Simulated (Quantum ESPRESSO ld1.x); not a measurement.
Ar+, 17 electrons, occupied as [Ne] 3s2 3p5.

All-electron calculation, Dirac Kohn-Sham, PBEsol, spin-unpolarised, spherical densities, point nucleus; open shells are shared between the two j in proportion to 2j + 1. Program: ld1.x of Quantum ESPRESSO 7.5.

Energy parts (hartree):
| part | energy |
|---|---|
| total | -527.898 |
| kinetic | 531.026 |
| electron-nucleus | -1252.995 |
| Hartree | 223.723 |
| exchange-correlation | -29.652 |

Orbitals (lengths in bohr, moments of r in powers of bohr):
| orbital | occ. | eigenvalue (hartree) | <r^2> | <r> | small-component weight |
|---|---|---|---|---|---|
| 1s1/2 | 2 | -115.003 | 0.009907 | 0.08581 | 4.11e-03 |
| 2s1/2 | 2 | -11.4027 | 0.2038 | 0.4144 | 6.60e-04 |
| 2p1/2 | 2 | -9.00405 | 0.1751 | 0.3752 | 6.39e-04 |
| 2p3/2 | 4 | -8.92203 | 0.1772 | 0.3776 | 6.34e-04 |
| 3s1/2 | 2 | -1.34483 | 2.169 | 1.369 | 1.15e-04 |
| 3p1/2 | 1.66667 | -0.81584 | 2.834 | 1.547 | 9.15e-05 |
| 3p3/2 | 3.33333 | -0.80852 | 2.863 | 1.555 | 9.07e-05 |
| 3d3/2 | 0 | -0.14233 | 12.59 | 3.097 | 2.76e-05 |
| 3d5/2 | 0 | -0.14214 | 12.63 | 3.102 | 2.75e-05 |
| 4s1/2 | 0 | -0.21355 | 20.87 | 4.282 | 1.60e-05 |

The highest occupied level is 3p3/2 at -22.001 eV. The density falls to 0.001 e/bohr^3 at r = 3.43 bohr. For comparison, the ionisation energy in NIST's Atomic Spectra Database is 27.630 eV (measured). In exact Kohn-Sham theory the highest level is minus the ionisation energy, but local and semilocal functionals leave it too shallow, through self-interaction and a potential that decays too fast; potentials with the right tail come closer.

Beside tabulated values, note that spin-unpolarised runs miss the spin-polarisation part of the exchange energy of open shells.
